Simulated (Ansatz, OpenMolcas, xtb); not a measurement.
**Ligand exchange: GeH3(CH3) + NaSH → GeH3(SH) + CH3Na**

Species: GeH3(CH3) (methyl germane), singlet; NaSH `[Na][SH]`, singlet; GeH3(SH), singlet; CH3Na `[CH3][Na]`, singlet. The partners trade CH3 for SH: Ge–CH3 and Na–SH bonds give way to Ge–SH and Na–CH3.

Shapes, held fixed at every level: PBE0-D4/def2-TZVP. Programs: Ansatz 0.2.0, OpenMolcas 26.06, xtb 6.7.1, xtb 6.7.1 later snapshot. A level may come from different programs for different species; with the same settings they agree closely. The zero-point and thermal change to 298 K, harmonic and unscaled (PBE0-D4/def2-TZVP), is -4.9 kJ/mol.

```
                             level                    kind  ΔH(298 K) (kJ/mol)  less CCSD(T)/def2-TZVPP
                          GFN2-xTB          semi-empirical              +126.4                    -12.1
                  SPW92/def2-TZVPP                     LDA              +125.2                    -13.3
B3LYP/6-31G* (spherical functions)           global hybrid              +138.9                     +0.4
               B3LYP-D4/def2-TZVPP           global hybrid              +128.9                     -9.6
                PBE0-D4/def2-TZVPP           global hybrid              +134.6                     -3.9
                wB97M-V/def2-TZVPP  range-separated hybrid              +135.2                     -3.3
                 B2PLYP/def2-TZVPP           double hybrid              +133.8                     -4.7
                    MP2/def2-TZVPP     perturbation theory              +139.4                     +0.9
                CCSD(T)/def2-TZVPP   coupled cluster or CI              +138.5                      0.0
```

The highest level, CCSD(T)/def2-TZVPP, gives ΔH(298 K) = +138.5 kJ/mol; the levels span +125.2 to +139.4. The column of differences is taken from that level and isn't an error. No measured value is set beside it here. Relativity is left out for Ge unless named. Correlated rows may include outer-core shells of Ge, Na, which these sets cover unevenly.
